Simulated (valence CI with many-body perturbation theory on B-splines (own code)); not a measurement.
# Which ion has this spectrum?

A relativistic CI+MBPT calculation for an atom or ion with 22 electrons gives these levels (cm⁻¹):

| J | Parity | E | g |
| --- | --- | --- | --- |
| 0 | even | 0 |  |
| 1 | even | 447168 | 1.49 |
| 4 | even | 540667 | 1.06 |
| 2 | even | 562382 | 1.20 |
| 3 | even | 589539 | 1.12 |
| 0 | even | 962131 |  |
| 2 | even | 968584 | 1.26 |
| 4 | even | 984433 | 1.14 |
| 3 | even | 1000168 | 1.17 |
| 5 | even | 1029690 | 1.08 |
| 6 | even | 1052063 | 1.07 |
| 1 | even | 1068175 | 1.08 |
| 3 | even | 1094400 | 1.07 |
| 4 | even | 1096491 | 1.03 |

The energies are calculated, and their last digits are not significant.

Task: Which is it?
A. Tm47+
B. Yb48+
C. Hf50+
D. W52+

Result: C. Hf50+, ground level (3d3/2^4) J=0.
